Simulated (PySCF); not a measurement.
Run record for `C([SiH3])[BH-]1[PH2+][BH2-][PH2+]1`: KT2/cc-pVDZ, full TDDFT, 1 singlet.

Method: TDDFT KT2/cc-pVDZ, vertical, gas phase, core orbitals frozen in the response (PySCF 2.14.0, density-fitted response routines). Geometry: GFN2-xTB. The command runs a driver script over a list of jobs; the input below is this job's line of settings and its coordinates in Å.

Command:
```bash
OMP_NUM_THREADS=1 python probes_run.py task.json out
```

Input:
```
{"job": {"kind": "uv", "xc": "KT2", "basis": "cc-pVDZ", "nstates": 1, "ntriplets": 5, "tda": false}, "charge": 0, "multiplicity": 1}
Si     2.822052     0.232798     0.170130
C      1.181064    -0.198592     1.017316
B      0.017528    -0.653948    -0.001751
P     -0.705901     0.734928    -1.188762
B     -2.532098     0.112073    -0.884517
P     -1.818925    -0.732754     0.726030
H      2.610660     1.328699    -0.786445
H      3.791338     0.672284     1.179658
H      3.357424    -0.928869    -0.543542
H      0.865088     0.669430     1.606335
H      1.370544    -0.992466     1.744431
H      0.220226    -1.641681    -0.634417
H     -0.481490     2.012474    -0.689201
H     -0.203267     0.984723    -2.462525
H     -3.353969     0.945047    -0.722029
H     -2.795247    -0.727802    -1.681898
H     -1.962647     0.063545     1.856464
H     -2.391141    -1.873570     1.283069
```

Question: What does the run print?

Answer: 
```
coarse grid: 15576 points
cycle   1  E = -1076.9823361031  dE =  4.093e-01  |g| = 5.791e-01  |ddm| = 7.955e+00
cycle   2  E = -1076.7604261543  dE =  2.219e-01  |g| = 9.924e-01  |ddm| = 3.567e+00
cycle   3  E = -1077.0981083139  dE = -3.377e-01  |g| = 9.810e-02  |ddm| = 2.127e+00
cycle   4  E = -1077.1009729321  dE = -2.865e-03  |g| = 4.698e-02  |ddm| = 3.105e-01
cycle   5  E = -1077.1017373300  dE = -7.644e-04  |g| = 1.047e-02  |ddm| = 1.190e-01
cycle   6  E = -1077.1017733660  dE = -3.604e-05  |g| = 3.537e-03  |ddm| = 2.523e-02
cycle   7  E = -1077.1017773199  dE = -3.954e-06  |g| = 7.543e-04  |ddm| = 9.097e-03
final grid: 133872 points
cycle   8  E = -1077.1592086048  dE = -3.644e-05  |g| = 7.336e-03  |ddm| = 8.184e-02
cycle   9  E = -1077.1591804320  dE =  2.817e-05  |g| = 1.181e-02  |ddm| = 4.208e-02
cycle  10  E = -1077.1592258217  dE = -4.539e-05  |g| = 1.384e-03  |ddm| = 2.536e-02
cycle  11  E = -1077.1592264740  dE = -6.524e-07  |g| = 2.081e-04  |ddm| = 3.683e-03
cycle  12  E = -1077.1592264889  dE = -1.491e-08  |g| = 5.959e-05  |ddm| = 5.940e-04
cycle  13  E = -1077.1592264902  dE = -1.254e-09  |g| = 1.275e-05  |ddm| = 1.596e-04
cycle  14  E = -1077.1592264902  dE = -5.093e-11  |g| = 5.315e-06  |ddm| = 3.800e-05
converged SCF energy = -1077.1592264902

Static polarisability (au): isotropic 114.795, principal 90.526 113.827 140.031

Singlet excitations
state   eV       nm        f      main configurations
  1   5.3770    230.6   0.01482   H->L 0.99

Triplet excitations (Tamm-Dancoff, eV): 5.0843 5.4901 5.7103 6.1075 6.1784
```

The SCF starts on a coarse grid where the log names one; the energy can jump when the final grid takes over, and dE then counts from the start density on the new grid. H and L stand for HOMO and LUMO; the number after each pair is its weight.

Question: How does the lowest singlet excitation compare with the HOMO–LUMO gap?

Answer: HOMO -6.33 eV and LUMO -1.10 eV give a gap of 5.23 eV; S1 at 5.38 eV lies 0.15 eV above it.

Question: Give S1 in cm⁻¹ and kJ/mol.

Answer: 5.3770 eV × 8065.54 = 43368 cm⁻¹; × 96.485 = 518.8 kJ/mol.

In short: SCF converged in 14 cycles with 156 basis and 912 fitting functions; HOMO -6.33 eV, LUMO -1.10 eV; lowest singlet 5.38 eV; lowest triplet 5.08 eV (Tamm–Dancoff); mean polarisability 114.8 au.

Hardware: Arm Neoverse N1, one thread, on a shared host. Cost: 46 s wall, 0.58 GiB resident at most.

The values belong to the conformer `[SiH3:1][CH2:2][BH-:3]1[PH2+:4][BH2-:5][PH2+:6]1`: Si1–C2–B3–P4 -69°.
